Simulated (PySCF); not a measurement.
MoNF3 (singlet state).
Bonds: Mo1–N2, Mo1–F3, Mo1–F4, Mo1–F5.

Computed by this run: PySCF, PBE0-D3(BJ)/def2-SVP geometry optimisation, gas phase, def2 core potentials past Kr; density fitting, grid level 1; the optimiser is geomeTRIC in internal coordinates, started from a GFN2-xTB structure with every atom displaced at random (about 0.03 Å).

Geometry at step 3:
```
atom  x, y, z in Å
Mo1     0.0150   -0.0308   -0.0539
N2      0.0064   -0.0507    1.5565
F3      1.7915   -0.0342   -0.5211
F4     -0.8223    1.5388   -0.5051
F5     -0.9156   -1.5336   -0.5385
```

Task: What forces act on the atoms?

Result: 
```json
{"atom": "Mo1", "Fx (eV/Å)": "0.051", "Fy (eV/Å)": "0.140", "Fz (eV/Å)": "0.040"}
{"atom": "N2", "Fx (eV/Å)": "0.026", "Fy (eV/Å)": "-0.009", "Fz (eV/Å)": "0.060"}
{"atom": "F3", "Fx (eV/Å)": "0.056", "Fy (eV/Å)": "-0.048", "Fz (eV/Å)": "0.000"}
{"atom": "F4", "Fx (eV/Å)": "-0.059", "Fy (eV/Å)": "0.063", "Fz (eV/Å)": "-0.032"}
{"atom": "F5", "Fx (eV/Å)": "-0.075", "Fy (eV/Å)": "-0.146", "Fz (eV/Å)": "-0.069"}
```

The largest, 0.18 eV/Å, acts on F5; the rms over all components is 0.070 eV/Å. The forces sum to zero within rounding, as they must for an isolated molecule in no field.

Task: Give the force on F5 in Eh/bohr and in nN.

Result: 0.178 eV/Å ÷ 51.422 = 0.00346 Eh/bohr, and 0.178 eV/Å × 1.602 = 0.29 nN.

Task: How far is this geometry from the end of the optimisation?

Result: 0.002 eV above it, and 0.013 Å rms away after alignment. The bonds farthest from their final lengths, with half the difference of the two atoms' forces along the bond (positive lengthens):

| bond | now (Å) | final (Å) | force along bond (eV/Å) |
| --- | --- | --- | --- |
| Mo1–F5 | 1.833 | 1.838 | +0.16 |
| Mo1–F4 | 1.835 | 1.838 | 0.00 |

The angle farthest from its final value is F3–Mo1–F4, 112.3° against 113.6°.

The cost below is that of the whole optimisation. Hardware: one thread, Arm Neoverse N1 (aarch64), shared host. Cost: 43 s wall, 0.34 GiB resident at most.
